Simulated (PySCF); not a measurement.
## Unknown compound

The spectra below were simulated for a compound C$_{6}$H$_{5}$NO.

1H NMR (300 MHz, computed): δ 10.02 (s, 1H), 8.98 (d, J = 2.0 Hz, 1H), 8.96 (dd, J = 5.3, 1.8 Hz, 1H), 8.47 (dt, J = 8.8, 1.9 Hz, 1H), 7.46 (dd, J = 8.8, 5.3 Hz, 1H).

13C{1H} NMR (computed): δ 193.4, 160.9, 160.6, 140.2, 134.0, 128.8.

[PySCF 2.14: shielding tensors at PBE0/pcSseg-1 (GIAO); geometry from PBE0-D3(BJ)/def2-SVP; J: B3LYP/pcJ-1 (spin–dipole term only in couplings to heteroatoms); non-relativistic Hamiltonian; gas phase; one computed conformer]

Referencing at the same level of theory: TMS for 1H (31.27 ppm) and 13C (184.41 ppm).

Choose the structure that fits.
A. C#C/C(=C\C#N)OC
B. O=Cc1ccccn1
C. O=Cc1cccnc1

Results:

C. 

Rings plus π bonds: 5 (1 ring in the answer). 6 carbon signals for 6 carbons: no two carbons are equivalent. Carbon types of the structure: 1 × C, 5 × CH, which accounts for all hydrogens. δC 193.4: aldehyde carbonyl carbon; low-lying n→π* states of the double bond to the heteroatom give a large paramagnetic term (-252 ppm). δC 160.9, 160.6: aromatic CH next to a ring nitrogen; the adjacent pyridine-type nitrogen withdraws density from it. δC 140.2, 128.8: aromatic CH. δH 10.02: hydrogen on an aldehyde carbonyl carbon; the C=O anisotropy and electron withdrawal place aldehyde protons far downfield. δH 8.98, 8.96: hydrogen on an aromatic CH next to a ring nitrogen; ring current plus the neighbouring ring nitrogen. The protons at 8.47 and 7.46 share a coupling of 8.8 Hz (vicinal, an ortho-type coupling). The protons at 7.46 and 8.96 share a coupling of 5.3 Hz (vicinal, an ortho-type coupling).

The others: C#C/C(=C\C#N)OC would give 3 signals for carbon-bound and other non-exchanging H, not 5; O=Cc1ccccn1 has carbons computed at 198.8, 156.7, 155.7, 142.1, 132.8, 127.1.

Multiplet labels drop couplings under 1 Hz and merge nearly equal ones. Unscaled 3J(H,H) at this level run about 10 % above measured values. Shifts are as computed. Against solution values, carbons near 30 ppm lie about +2 ppm off and those near 130 ppm about +5 ppm. Of 1211 compounds with measured shifts, 218 miss one by over three times the rms of a fit or turn the order of signals round; such compounds aren't used in these exercises.
